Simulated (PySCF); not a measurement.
Hf(Cl)2(Me)2 (C2H6Cl2Hf), SMILES [Cl][Hf]([Cl])([CH3])[CH3], multiplicity 1.

Coordinates come from a PBE0-D3(BJ)/def2-SVP optimisation. The multiplicity is an assumed one; other spin states were not compared. The def2 effective core potentials stand for the cores of Hf; spin–orbit coupling is left out.

Calculation: TDA-M06-2X/def2-SVPD (PySCF).

Vertical excitations.  State labels are in the subgroup C2v.

Computed excitation energies, oscillator strengths and character:
```csv
state,symmetry,energy (eV),λ (nm),f,main pairs
S1,B2,4.81,258,0.001,HOMO→LUMO 94 %
S2,B1,5.15,241,0.002,HOMO→LUMO+1 95 %
S3,A2,5.49,226,0.000,"HOMO−1→LUMO+1 61 %, HOMO→LUMO+2 35 %"
S4,A2,5.70,218,0.000,"HOMO→LUMO+2 62 %, HOMO−1→LUMO+1 36 %"
S5,A1,5.70,218,0.003,HOMO−1→LUMO 96 %
S6,B1,6.05,205,0.002,HOMO−1→LUMO+2 95 %
S7,B2,6.17,201,0.010,"HOMO→LUMO+4 71 %, HOMO→LUMO+3 13 %"
S8,A1,6.47,192,0.000,"HOMO→LUMO+5 51 %, HOMO−1→LUMO+4 31 %, HOMO−1→LUMO+3 13 %"
S9,B2,6.88,180,0.004,"HOMO→LUMO+3 33 %, HOMO−1→LUMO+5 25 %, HOMO→LUMO+4 18 %, HOMO−2→LUMO+1 10 %"
S10,B2,6.89,180,0.001,HOMO−2→LUMO+1 73 %
T1,B2,4.56,272,0,HOMO→LUMO 93 %
T2,B1,4.75,261,0,HOMO→LUMO+1 91 %
T3,A2,5.00,248,0,"HOMO−1→LUMO+1 52 %, HOMO→LUMO+2 46 %"
T4,A1,5.02,247,0,HOMO−1→LUMO 91 %
```
Triplets are in the Tamm–Dancoff approximation.
